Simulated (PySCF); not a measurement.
PBEsol on O⁻ (oxygen, charge -1), [He] 2s2 2p5, 2P determinant. Computed with PySCF 2.14 in aug-cc-pVQZ (6s5p4d3f2g, 80 functions), with the non-relativistic Hamiltonian (point nucleus).

```
cycle= 1 E= -74.8049196122446  delta_E= 0.00308  |g|= 0.177  |ddm|= 0.465
cycle= 2 E= -74.7281121924444  delta_E= 0.0768  |g|= 0.476  |ddm|= 0.765
cycle= 3 E= -74.8196160330874  delta_E= -0.0915  |g|= 0.064  |ddm|= 0.483
cycle= 4 E= -74.8217658124451  delta_E= -0.00215  |g|= 0.00212  |ddm|= 0.0804
cycle= 5 E= -74.8217708524039  delta_E= -5.04e-06  |g|= 0.000393  |ddm|= 0.00651
cycle= 6 E= -74.8217711821398  delta_E= -3.3e-07  |g|= 0.000175  |ddm|= 0.00227
cycle= 7 E= -74.8217711968354  delta_E= -1.47e-08  |g|= 4.42e-06  |ddm|= 0.000231
cycle= 8 E= -74.8217711968451  delta_E= -9.66e-12  |g|= 3.42e-07  |ddm|= 6.32e-06
converged SCF energy = -74.8217711968451  <S^2> = 0.75813035  2S+1 = 2.0081139
```

Highest occupied orbital energy: 2.551 eV; ⟨L²⟩ = 2.03; populations by l: s 4.00, p 5.00, d 0.00, f 0.00.

Task: Can this result be used?

Result: With care. Self-consistency was reached. At PBEsol the highest occupied level has a positive energy, so only the finite basis holds that electron; in a semilocal or global hybrid functional this comes from self-interaction and does not mean that the real anion is unbound.
